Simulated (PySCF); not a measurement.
Energies: M06-2X/def2-TZVP (PySCF, density fitting, integration grid level 3) on PBE0-D3(BJ)/def2-SVP structures. Enthalpies at 298.15 K use unscaled PBE0-D3(BJ)/def2-SVP harmonic frequencies.

Question: Rank by Si–H bond dissociation enthalpy (kJ/mol), weakest such bond computed, lowest first.
A. silole, `C1=C[SiH2]C=C1` (C4H6Si)
B. ethynylsilane, `C#C[SiH3]` (C2H4Si)
C. boranylsilane, `B[SiH3]` (BH5Si)
D. `C[SiH](C)C` (C3H10Si)

Answer: C (315), A (349), B (367), D (382).

Sites or products: trimethylsilane: `C[Si](C)C` + H•; silole: `C1=C[SiH]C=C1` + H•; boranylsilane: `B[SiH2]` + H•; ethynylsilane: `C#C[SiH2]` + H•.

Others at the same level:
```csv
molecule,"Si–H bond dissociation enthalpy (kJ/mol), weakest such bond computed"
N[SiH3] (H5NSi),370
N#C[SiH3] (CH3NSi),370
"trichlorosilane, Cl[SiH](Cl)Cl (Cl3HSi)",372
```
